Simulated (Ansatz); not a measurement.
Species: C$_{7}$H$_{13}$ (charge 0, doublet). It need not be the lowest isomer of its formula. 
Structure (B3LYP-D3(BJ)/def2-TZVP (Ansatz, a quantum-chemistry and plane-wave program) minimum search):
```xyz
20

C      2.9475     0.5524    -0.4242
C      2.2199    -0.7439    -0.0286
C      1.1471    -0.5389     0.9835
C     -0.2917    -0.7435     0.6723
C     -0.8866     0.3617    -0.2425
C     -2.3186     0.1024    -0.5868
C     -3.3391     0.8829    -0.2545
H      2.2556     1.2688    -0.8703
H      3.3970     1.0261     0.4507
H      3.7435     0.3511    -1.1445
H      1.7981    -1.2112    -0.9238
H      2.9691    -1.4484     0.3573
H      1.4224    -0.0954     1.9342
H     -0.8834    -0.7834     1.5894
H     -0.4319    -1.7060     0.1631
H     -0.7873     1.3317     0.2501
H     -0.2907     0.4058    -1.1600
H     -2.5149    -0.8163    -1.1353
H     -3.1897     1.8052     0.2962
H     -4.3579     0.6332    -0.5220
```
Charge 0, spin multiplicity 2.

Property: atomisation energy (electronic, to ground-state atoms), in kcal/mol. Correlated levels leave the core frozen unless marked. UHF or UKS for open shells. Spin-orbit coupling is left out. No relativistic terms. The coupled-cluster limit lacks core correlation, which all-electron functionals hold. CBS(X,Y): correlation extrapolated as X^-3; Hartree-Fock from the larger set. The bracket is a focal-point correction in the basis named.

| level | program | atomisation energy (kcal/mol) |
|---|---|---|
| revPBE-D3(BJ)/def2-TZVPD | Ansatz + dftd3 | 1926.0 |
| PBE0/6-31G* | Ansatz | 1947.7 |

### Question
Predict the RI-MP2/CBS(cc-pVTZ,cc-pVQZ)+[CCSD(T)-MP2]/cc-pVTZ result (Ansatz).

### Answer
1929.4 kcal/mol
